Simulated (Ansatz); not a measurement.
System: AlI$_{2}$, charge -1, multiplicity 1. 
Coordinates optimised at B3LYP-D3(BJ)/def2-TZVP (Ansatz, a first-principles code):
```
Al
I 1 2.7838
I 1 2.7838 2 100.59
```
Charge -1, spin multiplicity 1.

Basis-set convergence of Hartree-Fock and CCSD correlation energies (hartree) with Ansatz. Valence correlation only, unless marked. Spin-orbit coupling is left out. The frozen core is the preceding noble-gas configuration, with the filled d and f shells of earlier blocks. In def2 rows, elements after Kr have scalar-relativistic effective core potentials. This anion needs diffuse functions, which these sets lack.

The Hartree-Fock reference is unstable (checked in the largest basis), which strains HF and MP2. 

```tsv
basis	functions	E(HF)	E(corr, CCSD)
def2-SVP	70	-835.31324	-0.27185
def2-TZVPP	142	-835.41752	-0.37908
def2-QZVPP	234	(withheld)	(withheld)
```

Complete the blanks.


- def2-QZVPP, E(HF): -835.42606
- def2-QZVPP, E(corr, CCSD): -0.42393
